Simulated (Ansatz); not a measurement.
One geometry of Al(NH2)3 (AlN₃H₆), several levels of theory.

```yaml
crystal:
  periodic: [false, false, false]
  atoms:
    - {symbol: Al, position_ang: [0.000427, 0.001818, -0.000575]}
    - {symbol: N, position_ang: [1.779055, -0.009178, -0.009314]}
    - {symbol: H, position_ang: [2.359265, -0.811281, -0.230640]}
    - {symbol: H, position_ang: [2.373895, 0.782982, 0.208571]}
    - {symbol: N, position_ang: [-0.883433, 1.545349, 0.003773]}
    - {symbol: H, position_ang: [-1.867050, 1.657227, 0.224784]}
    - {symbol: H, position_ang: [-0.484890, 2.452617, -0.212821]}
    - {symbol: N, position_ang: [-0.895383, -1.534756, 0.004268]}
    - {symbol: H, position_ang: [-0.500955, -2.443427, 0.222386]}
    - {symbol: H, position_ang: [-1.880921, -1.641351, -0.210433]}
basis:
  gaussian: {orbitals: def2-TZVPD, initial_orbitals: start.molden}
hamiltonian: {xc: pbe, dispersion: d4}
scf: {omitted_lower_state_checks: [starts]}
output: {orbitals: {seedname: orbitals}}
```

The file start.molden holds the orbitals of an earlier run on this structure, at another level or in another basis.

```sh
$ ansatz run in.yaml --threads 2 --pin off --events-out ev --progress --plain --max-ram 4352MiB
```

Shortened log:

```
Functional definition: PBE
1107 factors; their error is unknown
mean field evaluation 1: about -11160.6784 eV, gradient 1.2e1 eV
mean field evaluation 2: about -11160.9170 eV, gradient 3.2e-1 eV
mean field evaluation 4: about -11160.9015 eV, gradient 3.8e-1 eV
mean field evaluation 8: about -11160.9017 eV, gradient 2.1e-5 eV
mean field -11160.90171072 eV, -410.1555727380 hartree, gradient 2.1e-5 eV, S^2 0.000000; 0 other end points of the search recorded, 0 dependent functions left out
reference -11160.90176976 eV, -410.1555749078 hartree; 20, 20 occupied and 188, 188 virtual orbitals, 1107 factors
Total energy: -11161.06240142 eV, -410.1614780125 hartree
Checks for a lower state left out: starts
```

Hardware: 2 threads of Arm Neoverse V2 on a shared host. Wall time 2.6 s.

As the first input, with `gaussian: {orbitals: def2-TZVP, initial_orbitals: start.molden}`, `correlation: {method: mp2}` and without the key `hamiltonian` (abridged; 1.4 s):

```
Functional definition: HF
mean field -11128.37056669 eV, -408.9600752453 hartree, gradient 2.4e-6 eV, S^2 0.000000
8 core orbitals not correlated: weight in the atoms' cores, before any rotation towards them, 1.000 or more for the frozen orbitals, at most 0.000 for the correlated occupied ones
second order -19.29611816 eV of doubles, -0.00000000 eV of singles
Total energy: -11147.66668485 eV, -409.6691945084 hartree
Checks for a lower state left out: starts
```

First input, but with `hamiltonian: {xc: pbe0, dispersion: d4}` (abridged; 3 s):

```
Functional definition: PBE0
mean field -11161.80480570 eV, -410.1887608665 hartree, gradient 1.2e-5 eV, S^2 0.000000
Total energy: -11161.94089688 eV, -410.1937621251 hartree
Checks for a lower state left out: starts
```

First input, but with `gaussian: {orbitals: def2-TZVP, initial_orbitals: start.molden}`, `hamiltonian: {xc: {name: BLYP}, dispersion: d4}` (abridged; 1.6 s):

```
Functional definition: BLYP
mean field -11168.68581910 eV, -410.4416334448 hartree, gradient 1.0e-5 eV, S^2 0.000000
Total energy: -11169.03487659 eV, -410.4544610710 hartree
Checks for a lower state left out: starts
```

First input, but with `gaussian: {orbitals: def2-TZVP, initial_orbitals: start.molden}`, `hamiltonian: {xc: r2scan, dispersion: d4}` (abridged; 3.1 s):

```
Functional definition: r2SCAN
mean field -11166.89874609 eV, -410.3759597230 hartree, gradient 5.9e-6 eV, S^2 0.000000
Total energy: -11166.93893007 eV, -410.3774364569 hartree
Checks for a lower state left out: starts
```

First input, but with `gaussian: {orbitals: def2-TZVP, initial_orbitals: start.molden}`, `hamiltonian: {xc: pbe0, dispersion: d4}` (abridged; 2.1 s):

```
Functional definition: PBE0
mean field -11161.68554866 eV, -410.1843782511 hartree, gradient 1.1e-5 eV, S^2 0.000000
Total energy: -11161.82162946 eV, -410.1893791282 hartree
Checks for a lower state left out: starts
```

First input, but with `gaussian: {orbitals: def2-TZVP, initial_orbitals: start.molden}`, `hamiltonian: {xc: pbe}`, `correlation: {method: rpa}` and without the key `output` (abridged; 3.3 s):

```
Functional definition: PBE
mean field -11160.75233196 eV, -410.1500831698 hartree, gradient 4.3e-6 eV, S^2 0.000000
8 core orbitals not correlated: weight in the atoms' cores, before any rotation towards them, 1.000 or more for the frozen orbitals, at most 0.000 for the correlated occupied ones
Total energy: -11158.05242334 eV, -410.0508633582 hartree
Checks for a lower state left out: starts
```

Geometry: r2SCAN-D4/def2-SVP.

Correlated methods freeze 8 core orbitals.
